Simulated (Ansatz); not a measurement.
Start from `[NH2][AlH][Br]` and change one atom or group to get `[NH2][AlH2]`.

Ansatz, PBE0-D4/def2-TZVP geometries, multiplicity 1. Each molecule was computed in one conformer, which needn't be the lowest.

Scalar relativity is left out up to krypton.

```tsv
property	`[NH2][AlH][Br]`
HOMO–LUMO gap (B3LYP/def2-TZVPP) / eV	6.75
HOMO energy (PBE0/def2-TZVPP) / eV	-7.80
LUMO energy (PBE0/def2-TZVPP) / eV	-0.60
ideal-gas entropy at 298 K and 1 bar (rigid rotor, harmonic PBE0-D4/def2-TZVP) / J/(mol·K)	306
HOMO energy (PBE/def2-TZVPP) / eV	-6.43
HOMO–LUMO gap (PBE/def2-TZVPP) / eV	5.08
```

Q: Give the same properties after the change, and the shifts. (Estimate.)

A: The calculation gave: 
```json
{"property": "HOMO–LUMO gap (B3LYP/def2-TZVPP) / eV", "`[NH2][AlH2]`": "6.48", "shift": "-0.27"}
{"property": "HOMO energy (PBE0/def2-TZVPP) / eV", "`[NH2][AlH2]`": "-7.58", "shift": "0.22"}
{"property": "LUMO energy (PBE0/def2-TZVPP) / eV", "`[NH2][AlH2]`": "-0.64", "shift": "-0.04"}
{"property": "ideal-gas entropy at 298 K and 1 bar (rigid rotor, harmonic PBE0-D4/def2-TZVP) / J/(mol·K)", "`[NH2][AlH2]`": "252", "shift": "-54"}
{"property": "HOMO energy (PBE/def2-TZVPP) / eV", "`[NH2][AlH2]`": "-6.24", "shift": "0.19"}
{"property": "HOMO–LUMO gap (PBE/def2-TZVPP) / eV", "`[NH2][AlH2]`": "4.84", "shift": "-0.24"}
```

B3LYP here is the variant with VWN-RPA as its local correlation; programs differ in this.

Spin–orbit coupling is left out; it splits and shifts lone-pair levels of the heavy atoms by tenths of an eV.
